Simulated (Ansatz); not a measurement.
Input file for Ansatz (a quantum-chemistry and plane-wave program): R-CCSD(T)/def2-TZVPPD on HI (SMILES I) with ghost functions, monomers drawn apart or pushed together. Elements past Kr take the def2 small-core potentials; no spin–orbit coupling. Files ending in .json are basis or fitting sets from the Basis Set Exchange. The run froze 9 orbitals, filled d shells among them.

Ansatz 0.2 input:
```yaml
crystal:
  periodic: [false, false, false]
  atoms:
    - {symbol: I, position_ang: [0.65908775, 0.17856819, 6.36779160]}
    - {symbol: H, position_ang: [0.57462930, 0.16233380, 4.75492200]}
basis:
  gaussian:
    orbitals: def2-TZVPPD.json
    ghost_atoms:
      - {symbol: N, position_ang: [0.10168156, 0.11003442, -1.00507190]}
      - {symbol: N, position_ang: [0.21013912, 0.11946585, 0.08007301]}
magnetization: {spin_polarized: false}
correlation: {method: ccsd_t, electrons: outside_noble_gas}
scf: {lower_state_search: off}
```

### Question
What total energy does the run end on?

### Answer
-297.4188 hartree (reference determinant -297.2428, T1 diagnostic 0.008).

### Question
How many basis functions does it have, and what does it roughly cost on one machine?

### Answer
150 functions; about 7 core-seconds (a rough figure).
